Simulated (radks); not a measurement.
Results of a calculation; reference values are marked as such.
Neutral lead inside a hard spherical wall (all orbitals vanish at R), configuration held at [Hg] 6p2 and not refilled when levels cross. Level of theory: scalar-relativistic Kohn-Sham, r2SCAN, spin-unpolarised, spherical densities, finite nucleus; meta-GGA in the generalised Kohn-Sham scheme; Fermi nuclear charge, rms radius 5.5012 fm (a radial shooting solver on a logarithmic mesh with Libxc functionals). Eigenvalues in eV, with the zero of energy where the potential of the charges vanishes at infinity; a dash marks a level that is unbound or too diffuse for the functional's potential to be trusted. A positive occupied level is held by the wall or, in an anion where self-interaction has pushed it up, behind a barrier. The pressure on the wall is -dE/dV.

| R (bohr) | E (hartree) | kinetic (hartree) | e(5p) | e(5d) | e(6s) | e(6p) | e(7s, empty) | e(6d, empty) | pressure (GPa) |
|---|---|---|---|---|---|---|---|---|---|
| free | -20878.4997 | 23582.917 | -88.098 | -21.854 | -12.420 | -3.530 | - | - | 0 |
| 20 | -20878.4997 | 23582.917 | -88.098 | -21.854 | -12.420 | -3.530 | -0.175 | - | < 0.0001 |
| 15 | -20878.4997 | 23582.917 | -88.098 | -21.853 | -12.419 | -3.529 | -0.056 | 1.303 | < 0.0001 |
| 10 | -20878.4989 | 23582.924 | -88.026 | -21.781 | -12.359 | -3.470 | 0.821 | 2.535 | 0.0198 |
| 7 | -20878.4822 | 23583.024 | -87.379 | -21.146 | -11.849 | -2.854 | 4.445 | 5.385 | 0.873 |
| 6 | -20878.4491 | 23583.199 | -86.618 | -20.408 | -11.258 | -2.003 | 8.296 | 7.857 | 3.61 |
| 5 | -20878.3413 | 23583.725 | -85.008 | -18.876 | -9.925 | 0.075 | 16.536 | 12.754 | 17.8 |
| 3.5 | -20877.3283 | 23588.184 | -77.436 | -11.878 | -1.700 | 12.524 | 57.126 | 35.841 | 343 |
| 2.5 | -20871.8768 | 23610.074 | -57.487 | 7.802 | 30.577 | 56.386 | 169.59 | 100.00 | 4930 |
| 2 | -20858.9533 | 23657.735 | -29.661 | 39.304 | 93.398 | 134.52 | 338.41 | 197.48 | 26900 |
| 1.5 | -20806.4190 | 23831.558 | 47.436 | 133.46 | 300.87 | 371.59 | 794.83 | 463.48 | 217000 |
